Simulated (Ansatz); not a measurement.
Total energies of C2H7InS2, SMILES `C[CH2][In]([SH])[SH]`.

Cartesian coordinates in Å:
```
C 1.2406 -0.1184 1.3478
C 1.1826 -0.1334 -0.1717
In -0.8094 0.0767 -0.9618
S -2.7201 0.3029 0.4648
S -1.3649 0.1117 -3.2842
H 0.8544 0.8163 1.7622
H 2.2693 -0.2284 1.7054
H 0.6588 -0.9327 1.7870
H 1.5825 -1.0651 -0.5797
H 1.7761 0.6760 -0.6043
H -1.9893 0.2354 1.5907
H -2.6805 0.2590 -3.0561
```

Charge 0, multiplicity 1. Correlated methods include outer-core shells of In, which these sets cover unevenly. In takes the def2 core potential. The geometry is a stationary point of PBE0-D4/def2-TZVP. It is one conformer, not always the lowest. Basis def2-TZVPP, the Gaussian-basis code of Ansatz.

RPA on PBE orbitals: Hartree–Fock energy of these orbitals -1064.14180 Eh, correlation -1.61524 Eh (frozen core).

```
             functional  energy without D4 (Eh)  D4 term (kJ/mol)
            LDA (SPW92)             -1063.24106                 –
                    PBE             -1066.61302             -28.0
                 revPBE             -1066.95063             -71.4
                   BLYP             -1066.96716             -58.3
                 r2SCAN             -1067.03823              -7.1
                 B97M-V             -1066.87301                 –
                   PBE0             -1066.69409             -24.3
                  B3LYP             -1067.17911             -45.1
                r2SCANh             -1067.01808              -7.8
HSE06 (plane-wave form)             -1066.67287             -23.1
                LC-ωPBE             -1066.82336                 –
                ωB97X-V             -1066.90702                 –
                ωB97M-V             -1066.92208                 –
                 B2PLYP             -1066.52348                 –
```

Task: Give the same for r2SCAN0, BHLYP, CAM-B3LYP, PBE-QIDH. (An estimate is asked.)

Result: Computed: 
| functional | energy without D4 (Eh) | D4 term (kJ/mol) |
| --- | --- | --- |
| r2SCAN0 | -1066.98942 | -8.6 |
| BHLYP | -1066.93210 | -40.0 |
| CAM-B3LYP | -1067.01814 | -25.4 |
| PBE-QIDH | -1066.30987 | – |

B3LYP takes the VWN-RPA correlation (the form of Gaussian; ORCA's B3LYP/G). HSE06 is the plane-wave form, built on full-range PBE exchange. The double hybrids freeze the cores in their second-order part.

LC-ωPBE has ω = 0.4 bohr⁻¹.
